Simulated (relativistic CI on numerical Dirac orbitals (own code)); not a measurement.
Co5+ in a cubic cluster: 3s photoemission with charge transfer

Computed with a charge-transfer multiplet model of a cubic metal-ligand cluster with up to 2 ligand holes, Slater and spin-orbit integrals from Dirac-Coulomb-Breit ions, Slater integrals scaled by 0.8. The ground state mixes d4 with configurations of k ligand holes L, whose averages lie at kΔ + k(k − 1)U_dd/2; a core hole lowers each added d electron by U_cd. 300 K, Lorentzian 1.4 eV and Gaussian 0.8 eV FWHM.

Atomic integrals in eV (Slater integrals scaled, ζ unscaled), ground: F2dd 11.595, F4dd 7.314, zeta_d 0.089; with the core hole: F2dd 12.267, F4dd 7.767, zeta_d 0.099, G2cd 11.565.

Cluster parameters (eV): Δ = -0.4, U_dd = 7.5, 10Dq = 1.25, 10Dq(ligand) = 0.2, V(eg) = 1.7, V(t2g) = -0.85, final-state hopping factor = 1.

| Case | n_d | d4 | d5L | d6L2 | S |
| --- | --- | --- | --- | --- | --- |
| U_cd = 6.6 eV | 4.83 | 0.22 | 0.72 | 0.06 | 2.00 |
| U_cd = 7.2 eV | 4.83 | 0.22 | 0.72 | 0.06 | 2.00 |
| U_cd = 8.4 eV | 4.83 | 0.22 | 0.72 | 0.06 | 2.00 |

Weights, n_d and S are thermal averages at 300 K. Binding energies count from the first peak over 30 % of the highest in each spectrum, which can be another peak from case to case. The parameters are a model scan and need not match a compound or its usual spin state. Peaks in eV (height, largest 100):
- U_cd = 6.6 eV: 0.0 (100), 8.4 (11), 13.0 (67), 20.1 (8)
- U_cd = 7.2 eV: 0.0 (100), 8.0 (12), 12.9 (66), 19.8 (9)
- U_cd = 8.4 eV: 0.0 (100), 7.5 (14), 12.8 (63), 19.2 (13)

For the case U_cd = 8.4 eV, Δ = -0.4 eV is smaller than U_dd = 7.5 eV, the charge-transfer side of the Zaanen-Sawatzky-Allen scheme (negative Δ: between configuration averages a ligand hole costs less than the nominal valence; multiplet and field energies can change this for the lowest states). With the core hole the configuration with one ligand hole lies at Δ − U_cd = -7.0, -7.6, -8.8 eV from the one without, in the order of the table; where this is negative the screened configuration lies lower.

With at most 2 ligand holes the space is cut while the next configuration still counts, so covalency is underestimated, and a final configuration with one more ligand hole, which can lie low, is missing from the spectra.

Without intra-shell correlation the exchange splitting of the 3s hole comes out too large.
